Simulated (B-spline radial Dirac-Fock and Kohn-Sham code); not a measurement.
Auger parameter of ytterbium: the L3 level and its strongest L3-MM line

Method: Dirac-Fock ΔSCF + Breit + QED. Computed with a radial atomic solver. The modified Auger parameter α′ is the binding energy plus the kinetic energy of the Auger electron; it does not depend on the energy zero. For free ions it tends to fall with charge, since less charge screens the final holes.

```
            species           configuration  binding 2p3/2 (eV)  Auger line  kinetic (eV)  α′ (eV)
                 Yb           [Xe] 4f14 6s2              8942.9    M3M3 J=2        4989.4  13932.4
                 Yb       [Xe] 4f12 5d2 6s2              8961.2    M3M3 J=2        4963.4  13924.6
                 Yb       [Xe] 4f13 5d1 6s2              8951.8    M3M3 J=2        4976.9  13928.6
                Yb⁺           [Xe] 4f14 6s1              8950.3    M3M3 J=2        4980.7  13931.0
 Yb⁺ (Watson 2.4 Å)           [Xe] 4f14 6s1              8944.5    M3M3 J=2        4986.7  13931.1
               Yb²⁺               [Xe] 4f14              8958.8    M3M3 J=2        4971.1  13929.9
               Yb³⁺               [Xe] 4f13              8980.7    M3M3 J=2        4943.9  13924.6
               Yb³⁺           [Xe] 4f11 6s2              9009.5    M3M3 J=2        4906.3  13915.7
Yb³⁺ (Watson 1.8 Å)               [Xe] 4f13              8956.7    M3M3 J=2        4967.9  13924.6
Yb³⁺ (Watson 2.4 Å)               [Xe] 4f13              8962.7    M3M3 J=2        4961.9  13924.6
               Yb⁴⁺               [Xe] 4f12              9005.2    M3M3 J=2        4914.2  13919.4
               Yb⁵⁺  [Kr] 4d10 4f12 5s2 5p5              9024.3    M3M3 J=2        4894.8  13919.1
               Yb⁶⁺  [Kr] 4d10 4f12 5s2 5p4              9044.2    M3M3 J=2        4874.8  13919.0
               Yb⁷⁺  [Kr] 4d10 4f12 5s2 5p3              9065.0    M3M3 J=2        4854.4  13919.4
               Yb⁸⁺  [Kr] 4d10 4f12 5s2 5p2              9086.6    M3M3 J=2        4832.8  13919.3
```
